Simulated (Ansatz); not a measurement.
Isolated molecules relaxed with PBE0-D4/def2-TZVP in Ansatz; ΔE leaves out vibrations. CBS: MP2 limit from def2 TZ/QZ plus the TZ coupled-cluster correction, frozen cores. DFT in def2-TZVPP. For Ge outer-core shells are correlated without core-valence functions, which leaves a few kJ/mol of doubt a bond. Scalar relativity is left out up to krypton. One conformer a species, not always the lowest.

Reaction (formal exchange of groups at a Ge–H bond): `[Cl][AlH][GeH3]` + `CC1(C)CC1` → `[CH3][GeH2][AlH][Cl]` + `CC1CC1`

```tsv
level	ΔE (kcal/mol)	difference from CCSD(T)/CBS
PBE-D4	-3.9	-0.1
r2SCAN-D4	-3.7	0.1
PBE0-D4	-3.8	0.0
ωB97X-V	-3.4	0.4
ωB97M-V	-3.6	0.2
B2PLYP	-4.4	-0.6
PBE	-4.4	-0.6
r2SCAN	-3.9	-0.1
PBE0	-4.2	-0.4
SCS-MP2/def2-TZVPP	-4.0	-0.2
CCSD/def2-TZVPP	-3.9	-0.1
CCSD(T)/def2-TZVPP	-3.8	0.0
HF/def2-QZVPP	-3.8	0.0
MP2/def2-QZVPP	-4.0	-0.2
SCS-MP2/def2-QZVPP	-3.9	-0.1
MP2/CBS(def2)	-4.0	-0.2
CCSD(T)/CBS	-3.8	0
```

Largest T1 diagnostic among the species: 0.011.

The D4 term adds +0.7 kcal/mol with B3LYP and +0.4 kcal/mol with PBE0; it sums over pairs of atoms, weighted by their polarisabilities, and B3LYP, whose exchange is more repulsive, gets the larger term.

B3LYP here is the variant with VWN-RPA as its local correlation; programs differ in this.
